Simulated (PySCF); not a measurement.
**Heteronuclear NMR**

Molfile (atoms numbered from 1):
```
C3H11PSi
     RDKit          3D

 16 15  0  0  0  0  0  0  0  0999 V2000
   -0.9376   -0.8474    1.2201 C   0  0  0  0  0  0  0  0  0  0  0  0
    0.0273    0.0467   -0.1144 Si  0  0  0  0  0  4  0  0  0  0  0  0
    0.3030    1.8326    0.3811 C   0  0  0  0  0  0  0  0  0  0  0  0
    1.6695   -0.8092   -0.3999 C   0  0  0  0  0  0  0  0  0  0  0  0
   -1.0706    0.0703   -2.0969 P   0  0  0  0  0  0  0  0  0  0  0  0
   -1.9068   -0.3729    1.3898 H   0  0  0  0  0  0  0  0  0  0  0  0
   -0.3860   -0.8392    2.1651 H   0  0  0  0  0  0  0  0  0  0  0  0
   -1.1168   -1.8888    0.9429 H   0  0  0  0  0  0  0  0  0  0  0  0
   -0.6470    2.3503    0.5354 H   0  0  0  0  0  0  0  0  0  0  0  0
    0.8607    2.3739   -0.3866 H   0  0  0  0  0  0  0  0  0  0  0  0
    0.8701    1.8888    1.3147 H   0  0  0  0  0  0  0  0  0  0  0  0
    2.2639   -0.8127    0.5183 H   0  0  0  0  0  0  0  0  0  0  0  0
    1.5275   -1.8471   -0.7109 H   0  0  0  0  0  0  0  0  0  0  0  0
    2.2479   -0.3011   -1.1750 H   0  0  0  0  0  0  0  0  0  0  0  0
   -2.3071    0.4748   -1.5238 H   0  0  0  0  0  0  0  0  0  0  0  0
   -1.4041   -1.3108   -2.0488 H   0  0  0  0  0  0  0  0  0  0  0  0
  1  2  1  0
  2  3  1  0
  2  4  1  0
  2  5  1  0
  1  6  1  0
  1  7  1  0
  1  8  1  0
  3  9  1  0
  3 10  1  0
  3 11  1  0
  4 12  1  0
  4 13  1  0
  4 14  1  0
  5 15  1  0
  5 16  1  0
M  END
```

PySCF 2.14 calculation with PBE0-D3(BJ)/def2-TZVP geometry and σ from GIAO-PBE0/pcSseg-2; fast rotation and ring inversion assumed for equivalent nuclei, no relativistic terms, single conformer, isolated molecule.

Q: What are the ³¹P shifts?

A: 
```
atoms                   environment  σ (ppm)  δ (ppm)
   P5  phosphorus bonded to Si, 2 H    572.5   -235.4
```

Shieldings were converted by a linear fit to measured shifts: ³¹P: δ = 280.92 − 0.902σ (rms 15.5 ppm, 46 shifts vs H3PO4, solution or neat liquid). Occasional misses reach two or three times the rms, and more in compound classes unlike the fitted ones.

On a 400 MHz spectrometer ³¹P resonates near 161.9 MHz, so 1 ppm is 161.9 Hz.

Q: What are the ²⁹Si shifts?

A: 
| atoms | environment | σ (ppm) | δ (ppm) |
| --- | --- | --- | --- |
| Si2 | silicon bonded to 3 C, P | 337.1 | -5.8 |

Shieldings were converted by a linear fit to measured shifts: ²⁹Si: δ = 281.49 − 0.852σ (rms 6.5 ppm, 44 shifts, 28.5 ppm with the 5 outliers that the fit left out vs TMS, solution or neat liquid). Occasional misses reach two or three times the rms, and more in compound classes unlike the fitted ones.

On a 500 MHz spectrometer ²⁹Si resonates near 99.3 MHz, so 1 ppm is 99.3 Hz.
